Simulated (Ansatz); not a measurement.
A first, cheap relaxation of `SCC1BS1`.

```yaml
crystal:
  periodic: [false, false, false]
  atoms:
    - {symbol: S, position_ang: [0.563100, 0.487900, 2.043800]}
    - {symbol: C, position_ang: [0.874900, 0.481500, 0.248900]}
    - {symbol: C, position_ang: [0.081800, -0.658600, -0.429600]}
    - {symbol: B, position_ang: [-1.267900, -0.295400, -0.895200]}
    - {symbol: S, position_ang: [0.181700, -0.603000, -2.160800]}
    - {symbol: H, position_ang: [-0.810200, 0.982300, 1.831300]}
    - {symbol: H, position_ang: [0.659700, 1.473600, -0.197500]}
    - {symbol: H, position_ang: [2.006000, 0.325100, 0.117100]}
    - {symbol: H, position_ang: [0.250600, -1.661000, 0.049600]}
    - {symbol: H, position_ang: [-2.456600, -0.583500, -0.604600]}
basis:
  gaussian: {orbitals: def2-SVP}
hamiltonian: {xc: pbe, dispersion: d4}
relax: {f_tol: 0.03, max_steps: 200}
```

```sh
$ ansatz run in.yaml --threads 4 --pin off --events-out ev --progress --plain
```

Shortened log:

```
Functional definition: PBE
mean field -24478.77773000 eV, -899.5784892660 hartree, gradient 5.9e-5 eV, S^2 0.000000; 0 other end points of the search recorded, 0 dependent functions left out
relax step   1: F+E_penalty+E_count = -24479.03947255 eV  Δ(F+E_penalty+E_count) = +0.000e0 eV  max|allowed force component| = 3.808e0 eV/Å  Δτ_max = 0.0000 Å  (29 SCF iters, accepted)
mean field -24479.73034511 eV, -899.6134972258 hartree, gradient 2.3e-5 eV, S^2 0.000000; 0 other end points of the search recorded, 0 dependent functions left out
relax step   2: F+E_penalty+E_count = -24479.98427607 eV  Δ(F+E_penalty+E_count) = -9.448e-1 eV  max|allowed force component| = 2.437e0 eV/Å  Δτ_max = 0.1843 Å  (37 SCF iters, accepted)
mean field -24479.96256618 eV, -899.6220311925 hartree, gradient 2.1e-5 eV, S^2 0.000000; 0 other end points of the search recorded, 0 dependent functions left out
relax step   3: F+E_penalty+E_count = -24480.21445345 eV  Δ(F+E_penalty+E_count) = -2.302e-1 eV  max|allowed force component| = 1.288e0 eV/Å  Δτ_max = 0.1648 Å  (37 SCF iters, accepted)
mean field -24480.00122895 eV, -899.6234520230 hartree, gradient 2.2e-5 eV, S^2 0.000000; 0 other end points of the search recorded, 0 dependent functions left out
relax step   4: F+E_penalty+E_count = -24480.25478075 eV  Δ(F+E_penalty+E_count) = -4.033e-2 eV  max|allowed force component| = 6.730e-1 eV/Å  Δτ_max = 0.2000 Å  (36 SCF iters, accepted)
mean field -24480.03674359 eV, -899.6247571622 hartree, gradient 1.8e-5 eV, S^2 0.000000; 0 other end points of the search recorded, 0 dependent functions left out
relax step   5: F+E_penalty+E_count = -24480.28922211 eV  Δ(F+E_penalty+E_count) = -3.444e-2 eV  max|allowed force component| = 3.071e-1 eV/Å  Δτ_max = 0.1320 Å  (30 SCF iters, accepted)
mean field -24480.04468539 eV, -899.6250490178 hartree, gradient 2.3e-5 eV, S^2 0.000000; 0 other end points of the search recorded, 0 dependent functions left out
relax step   6: F+E_penalty+E_count = -24480.29671741 eV  Δ(F+E_penalty+E_count) = -7.495e-3 eV  max|allowed force component| = 3.618e-2 eV/Å  Δτ_max = 0.0303 Å  (31 SCF iters, accepted)
mean field -24480.04493353 eV, -899.6250581368 hartree, gradient 2.3e-5 eV, S^2 0.000000; 0 other end points of the search recorded, 0 dependent functions left out
relax step   7: F+E_penalty+E_count = -24480.29712012 eV  Δ(F+E_penalty+E_count) = -4.027e-4 eV  max|allowed force component| = 8.978e-3 eV/Å  Δτ_max = 0.0132 Å  (32 SCF iters, accepted)
mean field -24480.04493353 eV, -899.6250581368 hartree, gradient 2.5e-5 eV, S^2 0.000000; 1 other end points of the search recorded, 0 dependent functions left out
Total energy: -24480.29715205 eV, -899.6343269965 hartree
Atom 0 at     0.607528     0.609595     2.087209 Å, force     0.000252    -0.001954    -0.004727 eV/Å
Atom 1 at     0.880637     0.500108     0.271862 Å, force     0.002689    -0.002713     0.008296 eV/Å
Atom 2 at     0.107759    -0.658819    -0.322489 Å, force     0.004544     0.008979     0.002149 eV/Å
Atom 3 at    -1.276908    -0.513478    -0.990835 Å, force     0.002504    -0.001369     0.002014 eV/Å
Atom 4 at    -0.053548    -0.693642    -2.237394 Å, force    -0.003143    -0.003954    -0.001309 eV/Å
Atom 5 at    -0.726956     0.878125     2.014000 Å, force    -0.002026    -0.000605    -0.000777 eV/Å
Atom 6 at     0.621983     1.459725    -0.218323 Å, force     0.000891     0.008737    -0.001994 eV/Å
Atom 7 at     1.976971     0.359703     0.170676 Å, force     0.000168    -0.001754    -0.000270 eV/Å
Atom 8 at     0.408634    -1.640635     0.090140 Å, force    -0.004299    -0.002919    -0.002860 eV/Å
Atom 9 at    -2.462999    -0.351782    -0.861845 Å, force    -0.001580    -0.002447    -0.000522 eV/Å
Dipole moment:    -0.063329     0.044706    -0.016931 e Å
```

Run time 9.5 s (4 threads of a server CPU on a shared host); peak host memory 0.15 GiB.
